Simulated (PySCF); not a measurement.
Core-level binding energies of `[SiH3]S[SiH2][CH2][GeH3]`

Species: CH10GeSSi2.
Numbering: `[SiH3:1][S:2][SiH2:3][CH2:4][GeH3:5]`

Theory: delta-SCF UKS SCAN, pcX-2 on the ionised atom, pcseg-1 elsewhere, spin-free X2C in PySCF. Each binding energy is the total energy of the core-ionised species, with the hole localised on one atom, minus that of the ground state; both are solved self-consistently, so orbital relaxation is included.

Task: List the computed XPS lines with their assignment.

Result: 
| atom(s) | environment | level | binding energy (eV) | 2p1/2 (eV) | above the level's lowest (eV) | count |
| --- | --- | --- | --- | --- | --- | --- |
| Si3 | SiH2 silicon | Si 2p3/2 | 106.95 | 107.57 | 0.00 | 1 |
| Si1 | SiH3 silicon | Si 2p3/2 | 107.17 | 107.79 | +0.22 | 1 |
| C4 | sp3 carbon bound to silicon | C 1s | 290.10 | – | 0.00 | 1 |
| Si3 | SiH2 silicon | Si 1s | 1846.79 | – | 0.00 | 1 |
| Si1 | SiH3 silicon | Si 1s | 1847.00 | – | +0.21 | 1 |
| S2 | sulfur bonded to 2 Si | S 1s | 2476.28 | – | 0.00 | 1 |

The 2 Si 1s values lie within 0.21 eV of each other; Gaussian lines of 0.5 eV full width would blend them into one maximum.

The 2 Si 2p3/2 values lie within 0.22 eV of each other.

Task: Which photon energy gives electrons from Si 1s of Si1 a kinetic energy of 150 eV, and what is their de Broglie wavelength?

Result: hν = 1847.00 + 150 = 1997.00 eV, recoil neglected; λ = 12.264 Å/√(E/eV) = 1.00 Å.

Not every level is listed. The 2p values aren't plain energy differences: one relaxed spin-free 2p hole is combined with a matrix within the shell (ground-state 2p orbital-energy differences and spin–orbit coupling). 2p3/2, the mean of its two sublevels, lies a third of the splitting below the shell's mean and 2p1/2 two thirds above it; the statistical areas are 2:1. 2p1/2 minus 2p3/2 (ligand field included): Si 0.62 eV. No level of germanium is listed. One conformer (not necessarily the lowest) at the PBE0-D3(BJ)/def2-SVP geometry, without solvent, vibrations or thermal averaging.

On one thread, Arm Neoverse N1 (aarch64), on a shared host, this took 94 s and 0.69 GiB of memory at its peak.

The values belong to the conformer `[SiH3:1][S:2][SiH2:3][CH2:4][GeH3:5]`: Si1–S2–Si3–C4 180°, S2–Si3–C4–Ge5 179°.
